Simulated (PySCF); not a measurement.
Sc+ (scandium, charge +1) across methods

[Ar] 3d2, high-spin 3F determinant (an excited configuration). All numbers are calculated (PySCF 2.14, the spin-free X2C one-electron Hamiltonian (Gaussian nucleus), in x2c-TZVPPall (6s5p4d2f1g, 64 functions)).

```json
{"method": "UHF", "E (hartree)": "-763.04423", "mean ε 3p α (eV)": "-46.930", "mean ε 3p β (eV)": "-43.679", "mean ε 3d α (eV)": "-12.380", "Σ⟨r²⟩ (bohr²)": "22.89", "⟨S²⟩": "2.002"}
{"method": "PBE", "E (hartree)": "-763.705", "mean ε 3p α (eV)": "-37.058", "mean ε 3p β (eV)": "-35.738", "mean ε 3d α (eV)": "-7.845", "Σ⟨r²⟩ (bohr²)": "23.91", "⟨S²⟩": "2.000"}
{"method": "r2SCAN", "E (hartree)": "-763.892", "mean ε 3p α (eV)": "-37.889", "mean ε 3p β (eV)": "-36.293", "mean ε 3d α (eV)": "-7.959", "Σ⟨r²⟩ (bohr²)": "23.48", "⟨S²⟩": "2.001"}
{"method": "B97-3", "E (hartree)": "-763.834", "mean ε 3p α (eV)": "-39.772", "mean ε 3p β (eV)": "-38.079", "mean ε 3d α (eV)": "-8.985", "Σ⟨r²⟩ (bohr²)": "23.32", "⟨S²⟩": "2.000"}
{"method": "PW91", "E (hartree)": "-763.947", "mean ε 3p α (eV)": "-37.099", "mean ε 3p β (eV)": "-35.781", "mean ε 3d α (eV)": "-7.897", "Σ⟨r²⟩ (bohr²)": "23.85", "⟨S²⟩": "2.000"}
{"method": "M06-2X", "E (hartree)": "-763.921", "mean ε 3p α (eV)": "-42.186", "mean ε 3p β (eV)": "-40.311", "mean ε 3d α (eV)": "-10.152", "Σ⟨r²⟩ (bohr²)": "23.31", "⟨S²⟩": "2.001"}
{"method": "LDA", "E (hartree)": "-761.935", "mean ε 3p α (eV)": "-37.102", "mean ε 3p β (eV)": "-35.813", "mean ε 3d α (eV)": "-7.809", "Σ⟨r²⟩ (bohr²)": "23.84", "⟨S²⟩": "2.000"}
{"method": "PBE0", "E (hartree)": "-763.742", "mean ε 3p α (eV)": "-39.716", "mean ε 3p β (eV)": "-37.955", "mean ε 3d α (eV)": "-9.058", "Σ⟨r²⟩ (bohr²)": "23.40", "⟨S²⟩": "2.001"}
{"method": "TPSS", "E (hartree)": "-763.958", "mean ε 3p α (eV)": "-37.196", "mean ε 3p β (eV)": "-35.806", "mean ε 3d α (eV)": "-7.835", "Σ⟨r²⟩ (bohr²)": "23.62", "⟨S²⟩": "2.000"}
```
